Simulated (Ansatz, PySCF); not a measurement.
Process, species as SMILES: FC(F)CC(F)(F)F -> F[C](F)CC(F)F + F atom (the C-F bond at the site shown breaks; other sites are not compared here)
Geometries: B3LYP-D3(BJ)/def2-TZVP minima from Ansatz (an electronic-structure program), one conformer each, not searched for the lowest. Frequencies are from Ansatz or PySCF.

Property: bond dissociation energy (enthalpy at 298 K, with B3LYP-D3(BJ) rigid-rotor harmonic-oscillator terms), in kcal/mol. Valence correlation only, unless marked. UHF or UKS for open shells. Spin-orbit coupling is left out. No relativistic terms. Basis-set limits of correlation are two-point, X^-3; Hartree-Fock from the larger set.

Level to compare with: CCSD(T)/CBS(cc-pVTZ,cc-pVQZ) (Ansatz), 127.3 kcal/mol. It is a level with limits of its own, and the differences hold the functionals' basis error too.

Task: Rank these functionals by how close they come to CCSD(T)/CBS(cc-pVTZ,cc-pVQZ), closest first: r2SCAN0/def2-TZVPD (Ansatz); BHLYP/def2-TZVPD (Ansatz); r2SCAN/def2-TZVPD (Ansatz).

Result: r2SCAN/def2-TZVPD (meta-GGA, 121.9 kcal/mol, difference -5.4), r2SCAN0/def2-TZVPD (hybrid meta-GGA, 117.4 kcal/mol, difference -9.9), BHLYP/def2-TZVPD (global hybrid, 113.4 kcal/mol, difference -13.9)
